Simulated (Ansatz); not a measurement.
Stepwise reaction of `[MgH2]` with methanol, as a gas-phase model of exchange steps in deposition or etching. ΔE in kJ/mol.

Isolated molecules relaxed with PBE0-D4/def2-TZVP in Ansatz; ΔE leaves out vibrations. CCSD(T)/CBS adds triple-zeta CCSD(T) − MP2 to the extrapolated MP2 energy (def2 sets, frozen cores). This one scheme is used for every species. DFT in def2-TZVPP. B3LYP here is the variant with VWN-RPA as its local correlation; programs differ in this. For Mg outer-core shells are correlated without core-valence functions, which leaves a few kJ/mol of doubt a bond. One conformer a species, not always the lowest.

```json
{"step": "1", "reaction": "`[MgH2]` + CH₃OH → `C[O][MgH]` + H₂", "PBE-D4": "-97.3", "B3LYP-D4": "-102.8", "ωB97M-V": "-99.0", "CCSD(T)/CBS": "-108.9"}
```

(1) Give the row of step 2, `C[O][MgH]` + CH₃OH → `C[O][Mg][O]C` + H₂. (Estimate.)

(2) By hand: ΔE of the 2 steps together at CCSD(T)/CBS.

Results:

(1) The calculation gave: 
| step | reaction | PBE-D4 | B3LYP-D4 | ωB97M-V | CCSD(T)/CBS |
| --- | --- | --- | --- | --- | --- |
| 2 | `C[O][MgH]` + CH₃OH → `C[O][Mg][O]C` + H₂ | -83.2 | -90.6 | -85.8 | -97.4 |

(2) (-108.9) + (-97.4) = -206.3 kJ/mol, or -103.2 kJ/mol a step.

In ΔE each step is higher than the one before. All are downhill at CCSD(T)/CBS. PBE-D4 differs from CCSD(T)/CBS by 11.6 to 14.2 kJ/mol a step. Isolated molecules leave out the surface, adducts and barriers. Largest T1 diagnostic: 0.011.
